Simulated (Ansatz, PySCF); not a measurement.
Si(Cl)2(NCO)(OH) (CHCl2NO2Si), SMILES [Si](Cl)(O)(Cl)N=C=O. Atoms are numbered in the order given.

```xyz
8

O      3.3602    -1.0591    -0.4449
C      2.2263    -0.7935    -0.4491
N      1.0541    -0.5301    -0.4842
Si    -0.5331    -0.0250    -0.1384
O     -1.6258    -0.7560    -1.1109
Cl    -0.5991     2.0048    -0.3588
Cl    -1.0107    -0.5222     1.7704
H     -1.5936    -0.5733    -2.0563
```
Charge 0, spin multiplicity 1.

The structure is a stationary point at ωB97X-D3(BJ)/def2-SVP. This is a generated structure with no PubChem entry under its InChIKey; it may be hypothetical. Other conformers were not sampled.

Two levels are set side by side: PBE-D3(BJ)/def2-SVP (Ansatz, a quantum-chemistry and plane-wave program) and ωB97X-D3(BJ)/def2-SVP (PySCF). Each level has its own optimised geometry; the coordinates shown are those of the second. Frequencies come from the Hessian of PySCF at each geometry. Differences are taken from unrounded values.

```
quantity                            ωB97X-D3(BJ)  PBE-D3(BJ)  PBE-D3(BJ) minus ωB97X-D3(BJ)
----------------------------------  ------------  ----------  -----------------------------
mean bond length (Å)                       1.534       1.548                          0.014
bond O1–C2 (Å)                             1.165       1.178                          0.014
bond C2–N3 (Å)                             1.202       1.213                          0.011
bond N3–Si4 (Å)                            1.701       1.711                          0.010
bond Si4–O5 (Å)                            1.635       1.651                          0.016
bond Si4–Cl6 (Å)                           2.043       2.062                          0.019
bond Si4–Cl7 (Å)                           2.030       2.047                          0.018
bond O5–H8 (Å)                             0.963       0.974                          0.011
highest harmonic wavenumber (cm⁻¹)          3932        3760                           -172
mean harmonic wavenumber (cm⁻¹)              794         758                            -36
zero-point energy (kcal/mol)               20.43       19.52                          -0.92
```

Exact exchange shortens and stiffens bonds; PBE has none. Differences between two approximate levels are no errors against the true value.
